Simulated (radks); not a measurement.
Valence configurations of Tc I (all share [Kr]). All-electron calculation, scalar-relativistic Kohn-Sham, PBE, spin-unpolarised, spherical densities, point nucleus. Program: a radial shooting solver on a logarithmic mesh with Libxc functionals. Energies are relative to 4d5 5s2; eigenvalues in eV.

valence          E (eV)    e(4d)   e(5p)   e(5s)
4d5 5s2           0.000   -6.662       -  -5.043
4d5.5 5s1 5p0.5   1.100   -6.254  -1.572  -5.103
4d5 5s1.5 5p0.5   1.849   -7.379  -1.772  -5.529
4d4.5 5s2 5p0.5   2.963   -8.582  -1.984  -5.970
4d5 5s1 5p1       3.754   -8.038  -2.098  -5.962
4d4 5s2 5p1       6.606  -10.490  -2.512  -6.829
4d4 5s1 5p2      11.011  -11.667  -3.066  -7.556
4d3 5s2 5p2      16.002  -14.318  -3.487  -8.423
4d3 5s1 5p3      21.010  -15.381  -3.967  -9.045
4d3 5p4          26.152  -16.383  -4.406       -

NIST lists [Kr] 4d5 5s2 as the ground configuration; this level of theory agrees among the configurations tried. The energies are those of spherical spin-averaged densities, not of single terms.
